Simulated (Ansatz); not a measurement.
Cost and result for the atomization energy of `C[SiH](F)[SiH2]Cl` (11 atoms, 10 bonds).

```xyz
11

C    -0.126    0.971   -1.409
Si   -0.892   -0.014   -0.036
F    -1.823   -1.171   -0.658
Si    0.748   -1.022    1.308
Cl    1.918    0.535    2.013
H    -0.896    1.457   -2.013
H     0.479    0.338   -2.061
H     0.521    1.747   -0.990
H    -1.762    0.844    0.813
H     0.198   -1.743    2.483
H     1.635   -1.942    0.550
```

Total charge 0; spin multiplicity 1. The structure was optimised at the PBE0-D4/def2-TZVP level. It is one conformer, not always the lowest. Program: Ansatz. All runs use 4 threads of an Intel Xeon on a shared host. Times are those of one run each, without the atoms' runs, and a repeat can differ threefold. Electronic energies, without spin–orbit coupling; frozen cores. CCSD(T)/CBS adds CCSD(T) − MP2 in def2-TZVPP to the MP2 limit, and its time is that of the two runs behind it. T1 = 0.011.

CCSD(T)/CBS is a level of theory with its own doubt, some kJ/mol a heavy atom from the limit and from the frozen cores, so smaller differences don't rank the functionals.

```json
{"level": "LDA (SPW92)/def2-TZVPP", "functions": "272", "wall time": "1.3 s"}
{"level": "BLYP-D4/def2-TZVPP", "functions": "272", "wall time": "1.9 s"}
{"level": "revPBE-D4/def2-TZVPP", "functions": "272", "wall time": "2 s"}
{"level": "PBE-D4/def2-TZVPP (with forces)", "functions": "272", "wall time": "2.4 s"}
{"level": "CCSD(T)/def2-SVP", "functions": "112", "wall time": "3.6 s"}
{"level": "CAM-B3LYP-D4/def2-TZVPP", "functions": "272", "wall time": "3.7 s"}
{"level": "r2SCAN-D4/def2-TZVPP (with forces)", "functions": "272", "wall time": "4.1 s"}
{"level": "r2SCANh-D4/def2-TZVPP", "functions": "272", "wall time": "4.7 s"}
{"level": "B2PLYP/def2-TZVPP", "functions": "272", "wall time": "4.8 s"}
{"level": "ωB97M-V/def2-TZVPP (with forces)", "functions": "272", "wall time": "10 s"}
{"level": "MP2/def2-QZVPP", "functions": "504", "wall time": "18 s"}
{"level": "CCSD(T)/def2-TZVPP", "functions": "272", "wall time": "100 s"}
{"level": "CCSD(T)/CBS(def2)", "functions": "–", "wall time": "120 s"}
```

Task: What atomization energy does each give, and how far from CCSD(T)/CBS? (Estimate.)

Result: Computed: 
```tsv
level	atomization (kcal/mol)	difference from CCSD(T)/CBS	per bond
LDA (SPW92)/def2-TZVPP	1018.2	104.9	10.5
BLYP-D4/def2-TZVPP	900.1	-13.2	-1.3
revPBE-D4/def2-TZVPP	895.5	-17.8	-1.8
PBE-D4/def2-TZVPP (with forces)	913.3	0.0	0.0
CCSD(T)/def2-SVP	848.0	-65.3	-6.5
CAM-B3LYP-D4/def2-TZVPP	911.9	-1.4	-0.1
r2SCAN-D4/def2-TZVPP (with forces)	913.1	-0.2	0.0
r2SCANh-D4/def2-TZVPP	909.1	-4.2	-0.4
B2PLYP/def2-TZVPP	898.0	-15.3	-1.5
ωB97M-V/def2-TZVPP (with forces)	912.7	-0.6	-0.1
MP2/def2-QZVPP	913.6	0.3	0.0
CCSD(T)/def2-TZVPP	888.3	-25.0	-2.5
CCSD(T)/CBS(def2)	913.3	0.0	0.0
```

The D4 term adds +10.1 kcal/mol with B3LYP and +5.4 kcal/mol with PBE0; it sums over pairs of atoms, weighted by their polarisabilities, and B3LYP, whose exchange is more repulsive, gets the larger term. From r2SCAN to r2SCAN0 (25 % exact exchange), in def2-TZVPP and without D4, the atomization energy moves by −10.1 kcal/mol: exact exchange takes away binding that semilocal exchange gives to molecules. In def2-TZVPP, CCSD(T) changes the Hartree–Fock value by +192.5 kcal/mol (the triples alone add +10.4 kcal/mol) and MP2 by +202.7 kcal/mol; breaking electron pairs costs correlation energy, which Hartree–Fock lacks.

B3LYP here is the variant with VWN-RPA as its local correlation; programs differ in this.
